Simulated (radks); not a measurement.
Effect of the nuclear size on the sulfur ion S+, [Ne] 3s2 3p3. Calculated with a radial shooting solver on a logarithmic mesh with Libxc functionals: Dirac Kohn-Sham, PBE, spin-unpolarised, spherical densities, finite nucleus; open shells fill j = l - 1/2 first; Fermi nuclear charge, rms radius 3.2611 fm. The rms radius is varied about that value; shifts are against it.

rms radius (fm)  total energy shift (eV)  density at nucleus (e/bohr^3)  1s1/2 shift (meV)  2s1/2 shift (meV)
2.8404                          -0.00246                           2956              -1.03             -0.072
3.0817                          -0.00109                           2951             -0.456             -0.032
3.2611                                 0                           2949              0.000              0.000
3.3687                          0.000682                           2947              0.286              0.020
3.959                            0.00481                           2939               2.02              0.141

Slopes of the eigenvalues against <r^2> in GHz/fm^2, as finite differences over the two radii next to the reference (eigenvalue slopes, not the field-shift constants of lines): 1s1/2 96.9, 2s1/2 6.80.
